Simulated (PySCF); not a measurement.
PySCF job for Pb(Cl)2 cation (Cl₂Pb), SMILES [Cl][Pb][Cl] (connectivity only; charge and spin as stated), charge +1, multiplicity 2, B3LYP-D3(BJ)/def2-TZVP. Geometry optimised at B3LYP-D3(BJ)/def2-TZVP. The multiplicity is an assumed one; other spin states were not compared. The isomer is the one that the SMILES or the coordinates give; other isomers of the formula were not compared. The def2 effective core potentials stand for the cores of Pb; spin–orbit coupling is left out.

```python
import numpy as np
from pyscf import gto, scf, dft, df
from pyscf.hessian import thermo

mol = gto.M(
    atom='''
    Pb    0.00000000    0.00000000    0.63749919
    Cl    0.00000000   -1.36128892   -1.53749804
    Cl    0.00000000    1.36128892   -1.53749804
    ''',
    basis='def2-TZVP',
    ecp={'Pb': 'def2-tzvp'},
    charge=1,
    spin=1,
    max_memory=1600,
    verbose=3,
)
mf = dft.UKS(mol, xc='b3lyp').density_fit(auxbasis='def2-universal-jkfit')
mf.disp = 'd3bj'
mf.grids.level = 3
mf.conv_tol = 1e-11
mf.max_cycle = 100
mf.kernel()
fine, coarse = mf.grids, dft.Grids(mol).set(level=1).build(with_non0tab=True)
for _ in range(3):  # follow internal instabilities
    mf.grids = coarse
    mo, _, stable, _ = mf.stability(return_status=True, nroots=4)
    mf.grids = fine
    if stable:
        break
    mf.kernel(mf.make_rdm1(mo, mf.mo_occ))

# analytic Hessian; the response equations are solved on a coarser grid
h, args, fine = mf.Hessian(), (mf.mo_energy, mf.mo_coeff, mf.mo_occ), mf.grids
h.max_memory = max(150, 2.5e-5 * df.make_auxmol(mol, mf.with_df.auxbasis).nao * mol.nelec[0] * (mol.nelec[0] + mol.nao))  # MB; small integral blocks
h1ao = h.make_h1(mf.mo_coeff, mf.mo_occ)
mf.grids = dft.Grids(mol).set(level=1).build(with_non0tab=True)
mo1, mo_e1 = h.solve_mo1(*args, h1ao)
mf.grids = fine
hess = h.hess_elec(*args, mo1, mo_e1, h1ao) + h.hess_nuc()
if mf.do_disp():
    hess += h.get_dispersion()
for i in range(mol.natm):  # the analytic DFT Hessian lacks the response of the grid: restore translational invariance
    hess[i, i] -= hess[i].sum(axis=0)
hess = (hess + hess.transpose(1, 0, 3, 2)) / 2
vib = thermo.harmonic_analysis(mol, hess, imaginary_freq=False)
thermo.dump_normal_mode(mol, vib)
th = thermo.thermo(mf, vib['freq_au'][vib['freq_au'] > 0], 298.15, 101325)
thermo.dump_thermo(mol, th)
g0 = mf.nuc_grad_method().set(verbose=0).kernel()

# dipole derivatives [dipole axis, atom, xyz] from the same response
r, irp = mol.intor('int1e_r'), mol.intor('int1e_irp').reshape(3, 3, mol.nao, mol.nao)
sl, dm0, ok = mol.aoslice_by_atom(), np.array(mf.make_rdm1()), []
dmu = np.einsum('a,xt->xat', mol.atom_charges(), np.eye(3))
for a, (_, _, p0, p1) in enumerate(sl):
    dmu[:, a] += 2 * np.einsum('xtij,ij->xt', irp[:, :, :, p0:p1], dm0.reshape(-1, mol.nao, mol.nao).sum(0)[:, p0:p1])
    for u, c, occ, f in zip(mo1, mf.mo_coeff, mf.mo_occ, (2, 2)):
        dmu[:, a] -= f * np.einsum('tui,xuv,vi->xt', u[a], r, c[:, occ > 0], optimize=True)
L = vib['norm_mode']
ir = 974.8801 * (np.einsum('xat,kat->kx', dmu, L) ** 2).sum(1)       # km/mol
apt = np.einsum('xax->a', dmu) / 3
print('mode   freq/cm-1   IR/(km/mol)')
for k, w in enumerate(vib['freq_wavenumber']):
    print(f'{k + 1:4d} {w:11.2f} {ir[k]:13.3f}')
print('max |gradient| / (hartree/bohr):', abs(g0).max())
print('APT charges:', apt.round(4))
```

Output:

```

WARN: HOMO -0.579738833580964 >= LUMO -0.579738833580908

converged SCF energy = -1113.1670144332  <S^2> = 0.75523594  2S+1 = 2.0052291
<class 'pyscf.df.df_jk.DFUKS'> wavefunction is stable in the internal stability analysis

WARN: DFTD3 does not support analytical Hessian, using finite difference


WARN: Mole.unit (angstrom) is changed to Bohr

Mode                                 0                   1                   2
Irrep
Freq [cm^-1]                      175.1279            207.6327            303.4490
Reduced mass [au]                  39.3666             38.2343             39.9138
Force const [Dyne/A]                0.7114              0.9712              2.1654
Char temp [K]                     251.9700            298.7372            436.5956
Normal mode                   x     y     z       x     y     z       x     y     z
       0  Pb                 0.00  0.00  0.02    0.00 -0.02  0.00    0.00 -0.00 -0.03
       1  Cl                 0.00  0.09 -0.07    0.00  0.06  0.10    0.00  0.08  0.07
       2  Cl                -0.00 -0.09 -0.07   -0.00  0.06 -0.10   -0.00 -0.08  0.07
temperature 298.1500 [K]
pressure 101325.00 [Pa]
Rotational constants [GHz] 3.84654 2.02239 1.32549
Symmetry number 2
Zero-point energy (ZPE) 0.00156 [Eh]   4104.445 [J/mol]
                           tot       elec      trans        rot        vib
Entropy [J/mol/K]       319.841      5.763    178.936    110.699     24.443
Cv [J/mol/K]             47.408      0.000     12.472     12.472     22.465
Cp [J/mol/K]             55.722      0.000     20.786     12.472     22.465
Internal energy [J/mol]                      3718.434   3718.434   8214.597
Internal energy [Eh]   -1113.16105  -1113.16701
Enthalpy [J/mol]                             6197.391   3718.434   8214.597
Enthalpy [Eh]          -1113.16011
Gibbs free energy [J/mol]                  -47152.453 -29286.544    927.040
Gibbs free energy [Eh] -1113.19643
mode   freq/cm-1   IR/(km/mol)
   1      175.13         6.199
   2      207.63         0.173
   3      303.45        24.446
max |gradient| / (hartree/bohr): 9.614924254085982e-05
APT charges: [ 1.3129 -0.1565 -0.1565]
```

The run converged.

Cost: very roughly 2.8 core-minutes.
